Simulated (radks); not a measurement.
Problem. Mn I, configuration [Ar] 3d5 4s2. All-electron calculation, non-relativistic Kohn-Sham, PBE, spin-polarised, spherical densities, point nucleus; open shells are filled with parallel spins first. Program: a radial shooting solver on a logarithmic mesh with Libxc functionals. Some entries of the table are withheld. Estimate them.

orbital  occ.  eigenvalue (hartree)  <1/r> (bohr^-1)
1s down     1             -234.1956            24.52
1s up       1             -234.1952            24.52
2s up       1             -26.92191            5.216
2s down     1             -26.84356            5.227
2p up       3             -23.06597            5.165
2p down     3             -23.00728            5.175
3s up       1              -3.14894            1.640
3s down     1              -2.95971            1.632
3p up       3              -2.05000            1.516
3p down     3              -1.86411            1.504
3d up       5                   (1)            1.148
4s up       1              -0.19904           0.4284
4s down     1              -0.16233           0.3891
3d down     0                   (2)            1.067

Solution. 
(1) 3d up eigenvalue (hartree): -0.30880
(2) 3d down eigenvalue (hartree): -0.14679
